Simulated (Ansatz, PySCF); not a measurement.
Molecule: LiCl, charge 0, multiplicity 1. SMILES: [Li][Cl]
Geometry: optimised at B3LYP-D3(BJ)/def2-TZVP (Ansatz, a program for electronic structure).

Quantity: atomisation energy (electronic, to ground-state atoms), in eV. Correlated levels leave the core frozen unless marked. UHF or UKS for open shells. Spin-orbit coupling is left out. Non-relativistic. The coupled-cluster limit lacks core correlation, which all-electron functionals hold. CBS(X,Y): correlation extrapolated as X^-3; Hartree-Fock from the larger set.

```
level                                        program  atomisation energy (eV)
------------------------------------  --------------  -----------------------
PBE/def2-TZVPD                                Ansatz                     4.74
BHLYP/def2-TZVPD                              Ansatz                      ___
TPSSh-D4/def2-TZVPD                    PySCF + dftd4                      ___
r2SCANh-D4/def2-TZVPD                 Ansatz + dftd4                     4.78
r2SCAN0-D4/def2-TZVPD                 Ansatz + dftd4                     4.75
CAM-B3LYP-D4/def2-TZVPD               Ansatz + dftd4                     4.78
B2GP-PLYP-D4/def2-TZVPD               Ansatz + dftd4                     4.74
B2PLYP-D4/def2-TZVPD                  Ansatz + dftd4                     4.75
SCS-MP2/def2-TZVPP                            Ansatz                     4.65
SCS-MP2/def2-QZVPP                            Ansatz                     4.83
CCSD(T)/CBS(def2-TZVPPD,def2-QZVPPD)          Ansatz                      ___
```

Fill in the missing entries.


- BHLYP/def2-TZVPD, atomisation energy (eV): 4.63
- TPSSh-D4/def2-TZVPD, atomisation energy (eV): 4.76
- CCSD(T)/CBS(def2-TZVPPD,def2-QZVPPD), atomisation energy (eV): 4.92
